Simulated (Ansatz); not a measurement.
The cluster SrS2⁻. The state is a quartet with charge -1. Geometry r2SCAN-D4/def2-TZVPD; atoms count from 1.

```xyz
3

Sr   -0.7688    0.4289   -0.4086
S    -0.3911    0.4894    2.4006
S     1.1599   -0.9183   -1.9920
```

In the def2 sets Sr takes a core potential; there is no spin–orbit coupling. At PBE0-D4/def2-TZVPD a doublet of charge -1 lies 1.37 eV below the quartet, each at its own geometry. The structure comes from a short search, and lower isomers may exist.

(1) Estimate the Mulliken populations from the PBE0/def2-TZVPD orbitals of Ansatz.

(2) Where does the spin sit?

(3) And the Mayer bond orders between bonded heavy atoms (over 0.3)?

Answers

(1) 
| atom | charge (e) | spin (α − β) |
| --- | --- | --- |
| Sr1 | 0.51 | 1.00 |
| S2 | -0.76 | 1.00 |
| S3 | -0.76 | 1.00 |
Mulliken values and Mayer orders depend strongly on the basis. With diffuse functions, as here, like atoms can get unlike values, and bond orders can come out too low or too high.

(2) Summed by element: Sr 1.00, S 2.00, of 3 unpaired in all. Largest on single atoms: Sr1 1.00, S3 1.00, S2 1.00.

(3) Sr1–S2 0.36 (2.84 Å); Sr1–S3 0.36 (2.84 Å).
